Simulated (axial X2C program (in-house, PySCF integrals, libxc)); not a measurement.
# Worked dissociation energy of Sb₂⁺: PBE0, without spin–orbit coupling

Computed with an in-house all-electron X2C program for linear molecules (integrals from PySCF). Spin-free means the one-electron spin-free X2C Hamiltonian. Basis: Sb dyall-cv3z [11s12p8d4f1g] (cores contracted in-house); Gaussian nuclei, density fitting, unrestricted open shells. Masses: Sb 120.904 u.

Molecular state: M_S = 1/2, Λ = 1 (beyond evenly filled blocks: π+α, π+β, π-α).

| Property | Result |
| --- | --- |
| E(Sb+) (2M_S = 2, M_L = 0) | -6480.135125 hartree |
| E(Sb) (2M_S = 3, M_L = 0) | -6480.467407 hartree |
| E(Sb₂⁺) at Re | -12960.722106 hartree |
| ωe | 263.0 cm⁻¹ |
| ωexe | 0.378 cm⁻¹ |

Q: Work out De and D0.

A: De = -6480.135125 + (-6480.467407) − (-12960.722106) = 0.11957 hartree = 3.254 eV. The zero-point energy is ωe/2 − ωexe/4 = 131 cm⁻¹ = 0.016 eV, so D0 = 3.237 eV.

Occupations by symmetry block were frozen at the best pattern of an incomplete PBE0 search. De is counted from the lowest determinant-based energies of the atoms at the same level, without counterpoise correction. The functionals have no current-density term, which raises determinants with orbital currents, atoms included. Spin-free De lacks the spin–orbit lowering of the heavy p-block atom, a tenth of an eV or more for 4p and 5p, up to an eV for 6p and one to two eV for 7p atoms, less what an open-shell molecule gains itself.

Each atomic determinant is the lowest at this level and need not be a pure term. Totals compare only within one Hamiltonian and basis.
